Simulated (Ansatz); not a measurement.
# A barrier at the coupled-cluster level

Start structure (SiH4Cl2O, closed shell), relaxed at PBE0-D4/def2-TZVP:

```xyz
8
angstrom
Si -0.3420 -0.7130 -0.7170
H 1.0677 -1.0448 -0.4613
Cl -1.0349 -2.1127 -2.0539
Cl -1.4367 -0.9314 1.0072
H -0.6084 0.6031 -1.3165
H 1.2648 0.9394 1.6007
O 0.8997 1.3476 0.8112
H 0.1899 1.9118 1.1295
```

The step: SiH₂Cl₂ ([Cl][SiH2][Cl]) + H₂O → SiH₂Cl₂O ([OH][SiH]([Cl])[Cl]) + H₂; bonds formed: Si1–O7, H2–H6; bonds broken: Si1–H2, H6–O7. Program: Ansatz 0.2.0. Basis: def2-TZVPP and def2-QZVPP. Cores are frozen in the correlated methods. Extrapolation: Hartree–Fock as exp(−7.88 √X), correlation as X^−2.97. Energies below are by CCSD(T) at an estimated basis limit (MP2 extrapolated from triple and quadruple zeta, plus CCSD(T) − MP2 in triple zeta).

(1) What are the electronic barrier and the energy of the step, from the start structure to the end structure? (To be estimated.)

No T1 diagnostic of these runs exceeds 0.011.

Answers

(1) The calculation gives: Barrier 168.1 kJ/mol; step energy -79.4 kJ/mol (downhill); reverse barrier, their difference, 247.4 kJ/mol. Barrier and step energy count from the start structure, the reverse barrier from the end structure.

The saddle point: One imaginary mode of 1332i cm⁻¹.
| pair | start (Å) | saddle (Å) | end (Å) |
| --- | --- | --- | --- |
| Si1–O7 | 2.85 | 1.83 | 1.62 |
| H2–H6 | 2.87 | 1.10 | 0.75 |
| Si1–H2 | 1.47 | 1.68 | 4.02 |
| H6–O7 | 0.96 | 1.16 | 3.06 |

Zero-point energy (harmonic, PBE0-D4): ZPE is 115.6 kJ/mol at the start and 109.5 kJ/mol at the saddle, so the barrier goes from 168.1 to 161.9 kJ/mol.

Labels in which every atom is bracketed show which atoms are joined, not bond orders.

For scale, one of the runs: CCSD(T)/def2-TZVPP, 213 basis functions (an equivalent command: `ansatz run in.yaml --threads 4`). Time: 46 s of wall clock on 4 CPU threads; the host was shared. Peak host memory: 2.8 GiB.
